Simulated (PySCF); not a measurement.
Cl2CrO2, triplet, geometry from GFN2-xTB (such geometries of metal compounds can be far from the true shape) (the multiplicity is a formal guess); SVWN5/STO-3G (PySCF).

PySCF was given this input:
```python
from pyscf import gto, scf, dft

mol = gto.M(
    atom='''
Cr    0.624392   -0.107516    0.200351
O     1.626364   -0.633619   -0.847360
O     0.958060    0.188598    1.676635
Cl   -0.734580    1.412773   -0.654727
Cl   -1.363114   -1.051563   -0.018368
''',
    basis='sto-3g',
    charge=0,
    spin=2,
    verbose=4,
)

mf = dft.UKS(mol)
mf.xc = 'lda,vwn'
mf.kernel()
```

The log (banner, timings and long lists left out):

```
PySCF version 2.14.0

[INPUT] verbose = 4
[INPUT] num. atoms = 5
[INPUT] num. electrons = 74
[INPUT] charge = 0
[INPUT] spin (= nelec alpha-beta = 2S) = 2
[INPUT] symmetry False subgroup None
[INPUT] Mole.unit = angstrom
[INPUT] Symbol           X                Y                Z      unit          X                Y                Z       unit  Magmom
[INPUT]  1 Cr     0.624392000000  -0.107516000000   0.200351000000 AA    1.179929874369  -0.203175794009   0.378608518783 Bohr   0.0
[INPUT]  2 O      1.626364000000  -0.633619000000  -0.847360000000 AA    3.073382538852  -1.197366377321  -1.601278328911 Bohr   0.0
[INPUT]  3 O      0.958060000000   0.188598000000   1.676635000000 AA    1.810471010901   0.356398567641   3.168380960860 Bohr   0.0
[INPUT]  4 Cl    -0.734580000000   1.412773000000  -0.654727000000 AA   -1.388155016583   2.669754046180  -1.237254716358 Bohr   0.0
[INPUT]  5 Cl    -1.363114000000  -1.051563000000  -0.018368000000 AA   -2.575912136560  -1.987166072726  -0.034710489456 Bohr   0.0

nuclear repulsion = 489.716392053364
number of shells = 24
number of NR pGTOs = 138
number of NR cGTOs = 46
basis = sto-3g
ecp = {}

******** <class 'pyscf.dft.uks.UKS'> ********
method = UKS
initial guess = minao
damping factor = 0
level_shift factor = 0
DIIS = <class 'pyscf.scf.diis.CDIIS'>
diis_start_cycle = 1
diis_space = 8
diis_damp = 0
SCF conv_tol = 1e-09
SCF conv_tol_grad = None
SCF max_cycles = 50
direct_scf = True
direct_scf_tol = 1e-13
number electrons alpha = 38  beta = 36
XC library pyscf.dft.libxc version 7.1.2
    S. Lehtola, C. Steigemann, M. J. T. Oliveira, and M. A. L. Marques,  SoftwareX 7, 1–5 (2018)
XC functionals = lda,vwn
    P. A. M. Dirac,  Math. Proc. Cambridge Philos. Soc. 26, 376 (1930)
    F. Bloch,  Z. Phys. 57, 545 (1929)
    S. H. Vosko, L. Wilk, and M. Nusair,  Can. J. Phys. 58, 1200 (1980)
radial grids:
    Treutler-Ahlrichs [JCP 102, 346 (1995); DOI:10.1063/1.469408] (M4) radial grids

becke partition: Becke, JCP 88, 2547 (1988); DOI:10.1063/1.454033
pruning grids: <function nwchem_prune>
grids dens level: 3
symmetrized grids: False
atomic radii adjust function: <function treutler_atomic_radii_adjust>
small_rho_cutoff = 0
Set gradient conv threshold to 3.16228e-05
tot grids = 86832
init E= -2085.08559503508

cycle= 1 E= -2085.36374747058  delta_E= -0.278  |g|= 1.13  |ddm|= 2.73

cycle= 2 E= -2067.58307369127  delta_E= 17.8  |g|=  4.2  |ddm|= 5.32

cycle= 3 E= -2085.46399910673  delta_E= -17.9  |g|= 1.06  |ddm|= 5.31

cycle= 4 E= -2085.52879433091  delta_E= -0.0648  |g|=    1  |ddm|= 0.187

cycle= 5 E= -2085.67289089682  delta_E= -0.144  |g|= 0.732  |ddm|= 1.68

cycle= 6 E= -2085.71558941474  delta_E= -0.0427  |g|= 0.717  |ddm|= 1.82

cycle= 7 E= -2085.75041861067  delta_E= -0.0348  |g|= 0.67  |ddm|= 0.11

cycle= 8 E= -2085.75031107377  delta_E= 0.000108  |g|= 0.624  |ddm|= 0.16

cycle= 9 E= -2085.75072625928  delta_E= -0.000415  |g|= 0.635  |ddm|= 0.0406

cycle= 10 E= -2085.74021308126  delta_E= 0.0105  |g|= 0.627  |ddm|= 0.0926
cycle= 11 E= -2085.73724381045  delta_E= 0.00297  |g|= 0.559  |ddm|= 0.335

cycle= 12 E= -2085.88296037815  delta_E= -0.146  |g|= 0.394  |ddm|= 0.367

cycle= 13 E= -2085.97854595814  delta_E= -0.0956  |g|= 0.264  |ddm|= 0.608

cycle= 14 E= -2085.86953288136  delta_E= 0.109  |g|= 0.345  |ddm|= 1.67

cycle= 15 E= -2086.00721100299  delta_E= -0.138  |g|= 0.139  |ddm|= 1.66

cycle= 16 E= -2085.90278409137  delta_E= 0.104  |g|= 0.31  |ddm|= 1.65

cycle= 17 E= -2085.90053845205  delta_E= 0.00225  |g|= 0.313  |ddm|= 0.00968

cycle= 18 E= -2085.90246601557  delta_E= -0.00193  |g|= 0.31  |ddm|= 0.0171

cycle= 19 E= -2085.90916929023  delta_E= -0.0067  |g|= 0.308  |ddm|= 0.0419

cycle= 20 E= -2085.90466080438  delta_E= 0.00451  |g|= 0.314  |ddm|= 0.0202

cycle= 21 E= -2085.93271612807  delta_E= -0.0281  |g|= 0.271  |ddm|= 0.122

cycle= 22 E= -2085.93210850843  delta_E= 0.000608  |g|= 0.273  |ddm|= 0.00632

cycle= 23 E= -2085.93272176343  delta_E= -0.000613  |g|= 0.271  |ddm|= 0.00332

cycle= 24 E= -2085.87668227744  delta_E= 0.056  |g|= 0.405  |ddm|= 1.73

cycle= 25 E= -2085.96067803567  delta_E= -0.084  |g|= 0.258  |ddm|= 0.262

cycle= 26 E= -2085.92963361938  delta_E= 0.031  |g|= 0.273  |ddm|= 1.67

cycle= 27 E= -2085.92757656762  delta_E= 0.00206  |g|= 0.275  |ddm|= 0.0138

cycle= 28 E= -2085.9323077047  delta_E= -0.00473  |g|= 0.263  |ddm|= 0.0363

cycle= 29 E= -2085.93293056145  delta_E= -0.000623  |g|= 0.266  |ddm|= 0.0349

cycle= 30 E= -2085.9318479185  delta_E= 0.00108  |g|= 0.268  |ddm|= 0.00504

cycle= 31 E= -2085.92768444104  delta_E= 0.00416  |g|= 0.274  |ddm|= 0.0258

cycle= 32 E= -2086.0021189154  delta_E= -0.0744  |g|= 0.174  |ddm|= 1.64

cycle= 33 E= -2086.00052052049  delta_E= 0.0016  |g|= 0.154  |ddm|= 0.179

cycle= 34 E= -2086.01189935459  delta_E= -0.0114  |g|= 0.118  |ddm|= 0.12

cycle= 35 E= -2085.90408324422  delta_E= 0.108  |g|= 0.303  |ddm|= 1.65

cycle= 36 E= -2085.89779430209  delta_E= 0.00629  |g|= 0.319  |ddm|= 0.0215

cycle= 37 E= -2085.89763350257  delta_E= 0.000161  |g|= 0.32  |ddm|= 0.00672

cycle= 38 E= -2085.89609292149  delta_E= 0.00154  |g|= 0.322  |ddm|= 0.0139

cycle= 39 E= -2085.89678256207  delta_E= -0.00069  |g|= 0.322  |ddm|= 0.00576

cycle= 40 E= -2085.91242769631  delta_E= -0.0156  |g|= 0.292  |ddm|= 0.0569

cycle= 41 E= -2085.92665265246  delta_E= -0.0142  |g|= 0.279  |ddm|= 0.0821

cycle= 42 E= -2085.92660402744  delta_E= 4.86e-05  |g|= 0.281  |ddm|= 0.0126

cycle= 43 E= -2085.8573860605  delta_E= 0.0692  |g|= 0.428  |ddm|= 1.75

cycle= 44 E= -2085.95533482338  delta_E= -0.0979  |g|= 0.27  |ddm|= 0.292

cycle= 45 E= -2085.93586314754  delta_E= 0.0195  |g|= 0.256  |ddm|= 1.67

cycle= 46 E= -2085.93447954051  delta_E= 0.00138  |g|= 0.269  |ddm|= 0.0413

cycle= 47 E= -2085.93284910983  delta_E= 0.00163  |g|= 0.269  |ddm|= 0.0171

cycle= 48 E= -2085.93627391211  delta_E= -0.00342  |g|= 0.264  |ddm|= 0.0192

cycle= 49 E= -2086.00732855223  delta_E= -0.0711  |g|= 0.141  |ddm|= 1.64

cycle= 50 E= -2085.91383191369  delta_E= 0.0935  |g|=  0.3  |ddm|= 1.65
SCF not converged.
SCF energy = -2085.91383191369 after 50 cycles  <S^2> = 2.0052347  2S+1 = 3.0034878
```

The run did not converge; its last values are not results.
